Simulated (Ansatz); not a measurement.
Mulliken charges of CH6BGa (`B[CH2][GaH2]`) from PBE/def2-TZVPP in Ansatz (PBE0-D4/def2-TZVP geometry).

```csv
atom,x (Å),y (Å),z (Å),charge (e)
B1,-0.663,0.689,-0.993,-0.166
C2,0.672,0.289,-0.406,-0.216
Ga3,0.107,-0.817,1.176,0.176
H4,-1.250,-0.049,-1.736,0.019
H5,-1.203,1.707,-0.657,0.016
H6,1.245,-0.451,-0.974,0.114
H7,1.297,1.073,0.023,0.116
H8,-0.395,-2.283,0.944,-0.027
H9,0.279,-0.203,2.608,-0.029
```

Problem. By hand: the dipole of these point charges (1 e Å = 4.8032 D).

Solution. Σ q r = (0.236, -0.154, 0.207) e Å, of length 0.350 e Å = 1.68 D.

Problem. How does the dipole of the full density compare? (Estimate.)

Solution. The calculation gave: (0.234, -0.097, 0.134) e Å, 1.38 D; the point charges give 1.22 times that, at 12° from its direction.

Point charges leave out the atoms' own dipoles, such as those of lone pairs, and Mulliken's split depends on the basis, so the two needn't agree.
